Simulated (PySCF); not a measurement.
Si(Cl)(F)2(OAc) (C₂H₃ClF₂O₂Si), SMILES CC(=O)O[Si](F)(F)Cl. Geometry optimised at ωB97X-D3(BJ)/def2-SVP. The values are those of a single conformer.

Task: Give the equilibrium geometry at ωB97X-D3(BJ)/def2-SVP (PySCF confirms it by a frequency run) as Cartesian coordinates in Å. (An estimate is asked for; the answer gives what the named calculation found.)

Result: Several could match; the one computed here: 
```xyz
11

C     -3.1449     0.2154     0.4580
C     -1.7855     0.1995    -0.1752
O     -1.4933     0.6092    -1.2643
O     -0.8428    -0.3558     0.6432
Si     0.7449    -0.4335     0.1459
F      0.9007    -1.3384    -1.1605
F      1.5078    -1.1750     1.3397
Cl     1.5635     1.3844    -0.1330
H     -3.8689     0.6621    -0.2333
H     -3.4408    -0.8129     0.7140
H     -3.1037     0.7893     1.3958
```
